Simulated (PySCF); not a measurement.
Electron correlation in Sc²⁺ (scandium, charge +2)

[Ar] 4p1, 2P determinant (an excited configuration). All numbers are calculated (PySCF 2.14, the non-relativistic Hamiltonian (point nucleus), in def2-QZVPPD). Frozen: [Ne]; 9 electrons correlated.

| level | correlation energy (mhartree) |
| --- | --- |
| CCSD | -240.75 |
| (T) | -5.93 |
| CCSD(T) | -246.68 |

Diagnostics: T1 = 0.0075, D1 = 0.0317, largest double amplitude 0.030.

Cost of the coupled-cluster step: roughly 40 core-seconds, for 9 correlated electrons.

This basis was not built for core-valence correlation, so the inner-shell part is incomplete.
